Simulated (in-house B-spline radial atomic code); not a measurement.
Configurations of the krypton ion Kr³⁺, with energies counted from [Ar] 3d10 4s2 4p3. Level of theory: Dirac-Hartree-Fock, average of configuration, Fermi nucleus of rms radius 4.1884 fm; calculated with an all-electron radial atomic-structure program (B-spline basis). Energies include first-order Breit, QED and recoil terms.

Occupations are held fixed; configurations that lie above the ionisation limit could autoionise.

```
        configuration  E - E(ref) (eV)  highest orbital  its <r> (bohr)
[Ar] 3d10 4s2 4p2 4d1           21.949            4d5/2           2.362
[Ar] 3d10 4s2 4p2 8s1           42.817            8s1/2           13.53
[Ar] 3d10 4s1 4p3 6g1           59.615            6g7/2           10.96
[Ar] 3d10 4s1 4p3 8d1           61.152            8d5/2           17.37
     [Ar] 3d9 4s2 4p4           83.971            4p3/2           1.618
 [Ar] 3d9 4s2 4p3 5g1           126.96            5g7/2           6.853
 [Ar] 3d9 4s2 4p3 6f1           129.38            6f5/2           11.36
 [Ar] 3d9 4s2 4p3 6g1           129.62            6g7/2           10.96
```

Task: Order these further configurations by energy, lowest first.
A. [Ar] 3d9 4s2 4p3 5s1
B. [Ar] 3d10 4s1 4p3 6f1
C. [Ar] 3d10 4s2 4p2 7g1
D. [Ar] 3d10 4s1 4p3 5f1
E. [Ar] 3d10 4s1 4p3 5g1

Result: C (44.421 eV), D (56.615 eV), E (56.954 eV), B (59.4 eV), A (110.05 eV).

Task: How far above the reference does [Ar] 3d10 4s1 4p3 4f1 lie?

Result: 51.56 eV; its least bound orbital is 4f5/2 with <r> = 4.161 bohr.

Task: How far above the reference does [Ar] 3d10 4s2 4p2 7d1 lie?

Result: 42.711 eV; its least bound orbital is 7d5/2 with <r> = 12.57 bohr.

Task: How far above the reference does [Ar] 3d10 4s2 4p2 7s1 lie?

Result: 40.131 eV; its least bound orbital is 7s1/2 with <r> = 9.398 bohr.
